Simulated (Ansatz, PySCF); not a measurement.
triflic acid (CHF₃O₃S), SMILES FC(F)(F)S(O)(=O)=O.

Coordinates come from a B3LYP-D3(BJ)/def2-SVP optimisation. The values are those of a single conformer.

Vertical ionisation energy (IE) and electron affinity (EA) in eV. Rows of orbital energies are one-electron estimates. Where ΔSCF, EOM or ADC give a negative EA the extra electron is unbound and the value depends on the basis.

```
level                                                                        IE     EA
------------------------------------------------------------------------  -----  -----
−ε(HOMO), −ε(LUMO), M06-2X/def2-TZVP (PySCF)                              11.64  -0.61
ΔSCF, CAM-B3LYP/def2-SVPD (Ansatz), final states of multiplicity 2 and 2  12.68  -0.74
```

Question: What vertical singlet–triplet gap does ΔSCF give with CAM-B3LYP/def2-SVPD (Ansatz, an electronic-structure program)? (The exact figures need the calculation; the answer reports its results.)

Answer: 7.90 eV (triplet above singlet where positive).
